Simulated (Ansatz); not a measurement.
Reaction (ligand exchange at the Si–I bond): `F[Si](F)(F)I` + CH₃SH → `CS[Si](F)(F)F` + HI

Calculated with Ansatz (gas phase, PBE0-D4/def2-TZVP geometries, no zero-point term in ΔE). CCSD(T)/CBS adds triple-zeta CCSD(T) − MP2 to the extrapolated MP2 energy (def2 sets, frozen cores). This one scheme is used for every species. DFT in def2-TZVPP. Elements past krypton have def2 core potentials. For I outer-core shells are correlated without core-valence functions, which leaves a few kJ/mol of doubt a bond. One conformer a species, not always the lowest.

| level | ΔE (kJ/mol) |
| --- | --- |
| BHLYP | 11.7 |
| MP2/def2-SVP | 3.6 |

Task: What does CCSD(T)/CBS give? (Best estimate.)

Result: The calculation gave: +12.7 kJ/mol. The listed levels differ from it by -1.0, -9.1 kJ/mol.

Largest T1 diagnostic among the species: 0.011.

The D4 term adds −3.2 kJ/mol with B3LYP and −2.0 kJ/mol with PBE0; it sums over pairs of atoms, weighted by their polarisabilities, and B3LYP, whose exchange is more repulsive, gets the larger term. At CCSD(T), def2-SVP lies −11.5 kJ/mol from the extrapolated value and def2-TZVPP −5.3 kJ/mol.

B3LYP here is the variant with VWN-RPA as its local correlation; programs differ in this.
